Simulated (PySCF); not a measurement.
SMILES C([SiH2]C[SiH3])#N (C₂H₇NSi₂), GFN2-xTB optimised geometry.

```
12

N      2.33    -0.78     0.00
C      1.18    -0.79     0.00
Si    -0.69    -0.79     0.00
C     -1.24     1.03     0.00
Si    -0.68     2.06     1.50
H     -1.10    -1.51     1.21
H     -1.08    -1.50    -1.22
H     -2.33     1.05    -0.06
H     -0.87     1.51    -0.91
H     -1.27     1.48     2.72
H      0.78     2.05     1.59
H     -1.17     3.43     1.33
```

Density from PBE/def2-TZVP in PySCF 2.14.0 at that geometry.

Minimum of the electron density along straight lines between bonded atoms, close to the bond critical point (lines longer than 1.1 times the sum of covalent radii, or with two minima, are not listed):

| bond | length / Å | ρ at the minimum / e bohr⁻³ | ∇²ρ there / e bohr⁻⁵ | position (fraction from the first atom) |
|---|---|---|---|---|
| N1–C2 | 1.146 | 0.504 | ? | 0.66 |
| C2–Si3 | 1.869 | 0.109 | 0.26 | 0.61 |
| Si3–C4 | 1.896 | 0.116 | 0.13 | 0.39 |
| C4–Si5 | 1.907 | 0.111 | 0.15 | 0.61 |
| Si3–H6 | 1.465 | 0.126 | ? | 0.50 |
| Si3–H7 | 1.468 | 0.125 | 0.15 | 0.50 |
| C4–H8 | 1.091 | 0.268 | -0.86 | 0.64 |
| C4–H9 | 1.091 | 0.268 | -0.86 | 0.64 |
| Si5–H10 | 1.465 | 0.124 | 0.18 | 0.50 |
| Si5–H11 | 1.461 | 0.125 | 0.17 | 0.50 |
| Si5–H12 | 1.465 | 0.124 | 0.17 | 0.50 |

Question: Complete the blanks.

Answer: 
- N1–C2, ∇²ρ there / e bohr⁻⁵: -0.14
- Si3–H6, ∇²ρ there / e bohr⁻⁵: 0.16
